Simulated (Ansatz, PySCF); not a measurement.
This Ansatz (a program for electronic structure) input computes a CAM-B3LYP/def2-TZVPD energy:

Ansatz 0.2 input:
```yaml
crystal:
  periodic: [false, false, false]
  atoms:
    - {symbol: B, position_ang: [0.11087453, -0.49285834, 0.11110979]}
    - {symbol: Cl, position_ang: [-0.21186230, 1.22791613, -0.25597167]}
    - {symbol: O, position_ang: [1.37103021, -0.66070397, 0.54486429]}
    - {symbol: O, position_ang: [-0.78429365, -1.48959255, -0.02674186]}
    - {symbol: H, position_ang: [-1.64660601, -1.20791033, -0.34900998]}
basis:
  gaussian:
    orbitals: def2-TZVPD
hamiltonian:
  xc: {name: CAM-B3LYP}
magnetization: {spin_polarized: true, initial_magnetization: 1}
output: {forces: true}
```

Write an input for the same energy in PySCF and say what it gives.


```python
from pyscf import gto, scf, dft

mol = gto.M(
    atom='''
    B     0.11087453   -0.49285834    0.11110979
    Cl   -0.21186230    1.22791613   -0.25597167
    O     1.37103021   -0.66070397    0.54486429
    O    -0.78429365   -1.48959255   -0.02674186
    H    -1.64660601   -1.20791033   -0.34900998
    ''',
    basis='def2-tzvpd',
    charge=0,
    spin=1,
    verbose=4,
)

mf = dft.UKS(mol, xc='camb3lyp').density_fit(auxbasis='def2-universal-jkfit')
mf.grids.level = 3
mf.conv_tol = 1e-9
mf.max_cycle = 100
mf.max_memory = 1500
mf.kernel()
if not mf.converged:
    mf = mf.newton()
    mf.kernel(mf.make_rdm1())
for _ in range(2):
    mo, _, stable, _ = mf.stability(return_status=True)
    if stable:
        break
    mf.kernel(mf.make_rdm1(mo, mf.mo_occ))
mf.analyze()
```
It gives -636.21260 Eh, and Ansatz -636.21256 Eh, a difference of 0.04 mEh, from the treatment of integrals and grids.

It need not be the lowest isomer of its formula.
